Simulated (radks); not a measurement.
Initial-state core-level shifts of the sulfur ion S3+ when its valence configuration changes from [Ne] 3s2 3p1. Method: scalar-relativistic Kohn-Sham, LDA (Slater exchange, Perdew-Wang correlation), spin-polarised, spherical densities, point nucleus; open shells are filled with parallel spins first; computed with a radial shooting solver on a logarithmic mesh with Libxc functionals. Shifts are changes of the shell-averaged eigenvalues in eV (positive: less bound).

| valence | 1s | 2s | 2p |
|---|---|---|---|
| 3s1.5 3p1.5 | -0.360 | -0.419 | -0.398 |
| 3s1 3p2 | -0.580 | -0.726 | -0.679 |
| 3p3 | -1.581 | -1.795 | -1.713 |
| 3s0.5 3p2.5 | -1.084 | -1.263 | -1.199 |
